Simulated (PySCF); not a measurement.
Gas-phase reaction: As + NH₃ = AsH₃ + N

Method: PySCF energies plus ideal-gas RRHO corrections (1 bar). † marks an energy on the PBE0/def2-TZVP geometry and frequencies. MP2 and CCSD(T) freeze the core. Open shells (unrestricted): As (multiplicity 4), N (multiplicity 4); the rest are closed-shell singlets. As: all electrons, no relativistic terms. MP2 isn't extrapolated to the basis-set limit. CCSD(T) isn't extrapolated to the basis-set limit.

BLYP/def2-TZVP† gives ΔH°(298 K) = 289 kJ.

**Question.** What do CCSD(T)/def2-SVP†, ωB97M-V/def2-TZVP†, MP2/def2-TZVPP† give?

**Answer.** CCSD(T)/def2-SVP†: 260 kJ; ωB97M-V/def2-TZVP†: 288 kJ; MP2/def2-TZVPP†: 309 kJ. For scale, ΔH°(298 K) is 289 kJ at this level, 288 kJ at ωB97M-V/def2-TZVP†, and runs from 154 to 316 kJ over the 19 levels computed.
